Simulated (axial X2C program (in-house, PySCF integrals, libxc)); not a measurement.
Outer orbitals of GaH⁻ at 1.708 Å, M06

Computed with an axial X2C code built on PySCF integrals. Spin-free means the one-electron spin-free X2C Hamiltonian; two-component (2c) means X2C with spin–orbit coupling and atomic mean-field two-electron Coulomb and Gaunt terms, so the difference of the two also holds small scalar two-electron terms. Basis: Ga dyall-acv3z [10s10p8d5f1g], H dyall-av3z [7s3p2d] (cores contracted in-house); Gaussian nuclei, density fitting, unrestricted open shells. Masses: Ga 68.926 u, H 1.008 u.

The distance is close to the 2c PBE0 minimum; the highest filled and lowest empty levels are listed.

Spin-free orbitals, state M_S = 1/2, Λ = 1 (beyond evenly filled blocks: π+α) (Löwdin shares):

```
symmetry  occupied  ε (eV)             atomic character
     δ+α       yes  -17.47                    100% Ga d
     δ-α       yes  -17.45                    100% Ga d
     δ+β       yes  -17.43                    100% Ga d
     δ-β       yes  -17.43                    100% Ga d
     π+α       yes  -17.32                    100% Ga d
      σα       yes  -17.31                     99% Ga d
     π-α       yes  -17.31                    100% Ga d
     π-β       yes  -17.30                    100% Ga d
     π+β       yes  -17.30                    100% Ga d
      σβ       yes  -17.30                     99% Ga d
      σα       yes   -6.19    54% Ga s, 34% H s, 8% H p
      σβ       yes   -6.10    54% Ga s, 34% H s, 8% H p
      σα       yes   -1.28  46% Ga p, 27% H s, 17% Ga s
      σβ       yes   -1.24  46% Ga p, 27% H s, 17% Ga s
     π+α       yes    1.15             90% Ga p, 7% H p
      σα        no    1.58   79% Ga p, 11% H s, 8% Ga s
     π-α        no    2.03             97% Ga p, 2% H p
      σβ        no    2.22            95% Ga p, 2% Ga s
     π+β        no    2.34             93% Ga p, 5% H p
     π-β        no    2.34             93% Ga p, 5% H p
```

The highest filled level is positive, so this functional does not bind it, and the empty levels of an anion are set by the basis.

Spinors with spin–orbit coupling (state Ω = 1/2):

| ω | occupied | ε (eV) | atomic character | λ mixture |
| --- | --- | --- | --- | --- |
| 3/2 | yes | -17.67 | 100% Ga d | 89% δ, 11% π |
| -3/2 | yes | -17.64 | 100% Ga d | 87% δ, 13% π |
| 1/2 | yes | -17.54 | 100% Ga d | 62% π, 38% σ |
| -1/2 | yes | -17.54 | 100% Ga d | 58% π, 42% σ |
| -5/2 | yes | -17.25 | 100% Ga d | 100% δ |
| 5/2 | yes | -17.23 | 100% Ga d | 100% δ |
| -3/2 | yes | -17.13 | 100% Ga d | 87% π, 13% δ |
| 3/2 | yes | -17.12 | 100% Ga d | 89% π, 11% δ |
| -1/2 | yes | -17.11 | 99% Ga d | 58% σ, 42% π |
| 1/2 | yes | -17.11 | 99% Ga d | 62% σ, 38% π |
| -1/2 | yes | -6.16 | 54% Ga s, 34% H s, 8% H p | 100% σ |
| 1/2 | yes | -6.07 | 54% Ga s, 34% H s, 8% H p | 100% σ |
| -1/2 | yes | -1.25 | 46% Ga p, 27% H s, 17% Ga s | 100% σ |
| 1/2 | yes | -1.22 | 46% Ga p, 27% H s, 17% Ga s | 100% σ |
| 1/2 | yes | 1.14 | 90% Ga p, 8% H p | 100% π |
| -1/2 | no | 1.60 | 81% Ga p, 10% H s, 7% Ga s | 100% σ |
| -3/2 | no | 2.04 | 97% Ga p, 2% H p | 100% π |
| 1/2 | no | 2.20 | 95% Ga p, 2% Ga s | 100% σ |
| -1/2 | no | 2.35 | 93% Ga p, 5% H p | 100% π |

The highest filled level is positive, so this functional does not bind it, and the empty levels of an anion are set by the basis.

(1) How does the gap between the highest filled and lowest empty level change from the spin-free to the 2c table?

Mulliken charges and populations of the two-component result (they depend on the basis, above all on diffuse functions):

Ga -0.48 e (s 7.93 p 13.55 d 10.00), H -0.52 e (s 1.54 p -0.01 d -0.01). ⟨Lz⟩ = 1.00 ħ and ⟨Sz⟩ = -0.50 ħ (-0.48 and -0.02 on the two atoms), which add up to Ω.

The state is one determinant whose occupation by symmetry is held fixed; it was picked as the lowest of a PBE0 search that is not exhaustive. Density functionals use the spin component along the axis (collinear). The highest occupied level is positive at some bond lengths even in Hartree–Fock (under at least one Hamiltonian), so the basis set holds the extra electron there; where that holds at Re the anion is at best weakly bound and its constants depend on the basis. The functionals have no current-density term, which raises determinants with orbital currents, atoms included.

## Answers

(1) From 0.43 to 0.46 eV at M06, a change of 0.03 eV.
